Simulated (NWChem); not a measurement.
C₂H₆O₂Si; SMILES [SiH3]OC(=O)C

```xyz
11

Si     0.0196     1.7287    -0.0010
O      0.7869     0.1669     0.0011
C     -0.0773    -0.8790     0.0012
C      0.6214    -2.2137     0.0020
O     -1.2854    -0.7066     0.0005
H     -0.7932     1.9261     1.2409
H      1.1990     2.6523    -0.0019
H     -0.7927     1.9231    -1.2438
H     -0.1217    -3.0293     0.0040
H      1.2791    -2.2920     0.8905
H      1.2762    -2.2942    -0.8885
```
Atoms are numbered in this order, from 1.

Computed with NWChem. Pople sets run with spherical d functions. Structure relaxed at the PBE-D3(BJ)/def2-SVP level. Static field.

Q: Order these by “isotropic polarisability (bohr³)”, lowest first: B3LYP/6-31+G*; BHandHLYP/6-31+G*; PBE/6-31+G*.

A: BHandHLYP/6-31+G* (51.3), B3LYP/6-31+G* (54.1), PBE/6-31+G* (56.8)
